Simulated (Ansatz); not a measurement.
C6H11Cl, SMILES `ClC1CCCCC1`, relaxed with RKS PBE-D4/def2-SVP in Ansatz from a rough embedded geometry. The force threshold is 0.03 eV/Å; the program also tests the step.

Charge 0, multiplicity 1.

Start:

```xyz
18

Cl    1.291   -2.095   -0.675
C     0.643   -1.115    0.684
C     1.284    0.266    0.667
C     0.836    1.075   -0.547
C    -0.685    1.179   -0.589
C    -1.304   -0.214   -0.637
C    -0.874   -1.033    0.576
H     0.933   -1.660    1.587
H     0.984    0.783    1.583
H     2.371    0.169    0.675
H     1.190    0.585   -1.455
H     1.282    2.071   -0.505
H    -0.994    1.752   -1.465
H    -1.041    1.707    0.300
H    -0.980   -0.723   -1.546
H    -2.393   -0.143   -0.660
H    -1.248   -0.562    1.489
H    -1.294   -2.039    0.520
```

```csv
step,energy (eV),largest force (eV/Å),largest move (Å)
1,-18902.6583,0.630,0.000
2,-18902.7528,0.289,0.071
3,-18902.7642,0.134,0.029
4,-18902.7651,0.075,0.006
5,-18902.7653,0.009,0.006
```

End:

```xyz
18

Cl    1.318   -2.141   -0.686
C     0.648   -1.124    0.689
C     1.297    0.262    0.665
C     0.844    1.098   -0.538
C    -0.687    1.185   -0.618
C    -1.329   -0.210   -0.630
C    -0.876   -1.047    0.573
H     0.944   -1.680    1.599
H     1.000    0.772    1.610
H     2.401    0.160    0.691
H     1.237    0.627   -1.465
H     1.291    2.113   -0.482
H    -0.995    1.758   -1.517
H    -1.068    1.755    0.260
H    -1.039   -0.744   -1.561
H    -2.436   -0.133   -0.640
H    -1.247   -0.581    1.515
H    -1.302   -2.071    0.535
```

Run time 19 s (2 threads of an AMD EPYC 7R13 on a shared host); peak host memory 0.26 GiB.
